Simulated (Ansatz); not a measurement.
Reaction (formal loss of a carbene): `[F][GeH2][CH2][SiH3]` → `[CH2]` (triplet) + `[F][GeH2][SiH3]`

Program: Ansatz. Geometries: PBE0-D4/def2-TZVP. ΔE: electronic, gas phase. CCSD(T)/CBS is the MP2 limit (def2-TZVPP, def2-QZVPP) plus CCSD(T) − MP2 in def2-TZVPP, frozen cores. This one scheme is used for every species. DFT in def2-TZVPP. B3LYP here is the variant with VWN-RPA as its local correlation; programs differ in this. Triplets are unrestricted, without spin–orbit coupling. For Ge outer-core shells are correlated without core-valence functions, which leaves a few kJ/mol of doubt a bond. Scalar relativity is left out up to krypton. One conformer a species, not always the lowest.

```
             level  ΔE (kcal/mol)  difference from CCSD(T)/CBS
            PBE-D4          109.3                         -2.3
         r2SCAN-D4          104.5                         -7.1
           PBE0-D4          108.3                         -3.3
          B3LYP-D4          107.5                         -4.1
           ωB97X-V          112.8                          1.2
           ωB97M-V          111.8                          0.2
            B2PLYP          108.0                         -3.6
               PBE          107.4                         -4.2
            r2SCAN          104.0                         -7.6
              PBE0          106.7                         -4.9
             B3LYP          104.5                         -7.1
     HF/def2-TZVPP           75.6                        -36.0
    MP2/def2-TZVPP          113.7                          2.1
SCS-MP2/def2-TZVPP          113.1                          1.5
   CCSD/def2-TZVPP          106.1                         -5.5
CCSD(T)/def2-TZVPP          108.9                         -2.7
     HF/def2-QZVPP           75.5                        -36.1
    MP2/def2-QZVPP          115.2                          3.6
SCS-MP2/def2-QZVPP          115.0                          3.4
      HF/CBS(def2)           75.5                        -36.1
     MP2/CBS(def2)          116.3                          4.7
    CCSD/CBS(def2)          108.8                         -2.8
       CCSD(T)/CBS          111.6                            0
```

Largest T1 diagnostic among the species: 0.012.

From PBE to PBE0 (25 % exact exchange), in def2-TZVPP and without D4, ΔE moves by −0.7 kcal/mol. The D4 term adds +3.0 kcal/mol with B3LYP and +1.6 kcal/mol with PBE0; it sums over pairs of atoms, weighted by their polarisabilities, and B3LYP, whose exchange is more repulsive, gets the larger term.
